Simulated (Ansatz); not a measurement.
Two isomers of C2H8AlFSi: A = `[CH3][AlH][CH2][SiH2]F`, B = `C[SiH]([AlH2])CF`.

Program: Ansatz. Geometries: PBE0-D4/def2-TZVP. ΔE: electronic, gas phase. CBS: MP2 limit from def2 TZ/QZ plus the TZ coupled-cluster correction, frozen cores. DFT in def2-TZVPP. B3LYP here is the variant with VWN-RPA as its local correlation; programs differ in this. Each species was taken in one conformer, which may not be the lowest.

Q: Which is lower in electronic energy at CCSD(T)/CBS, and by how much? (Best estimate.)

A: Ansatz gave: A, by 277.9 kJ/mol.

Q: Give E(B) − E(A) in kJ/mol with MP2/def2-TZVPP, CCSD(T)/def2-TZVPP, B3LYP, ωB97M-V, CCSD/def2-TZVPP, HF/def2-TZVPP, B3LYP-D4. (An estimate is asked.)

A: Ansatz gave: MP2/def2-TZVPP 293.2, CCSD(T)/def2-TZVPP 272.8, B3LYP 265.1, ωB97M-V 276.4, CCSD/def2-TZVPP 273.9, HF/def2-TZVPP 274.8, B3LYP-D4 263.7. None reverses the order clearly.

Largest T1 diagnostic: 0.012.

From PBE to PBE0 (25 % exact exchange), in def2-TZVPP and without D4, E(B) − E(A) moves by +10.1 kJ/mol.
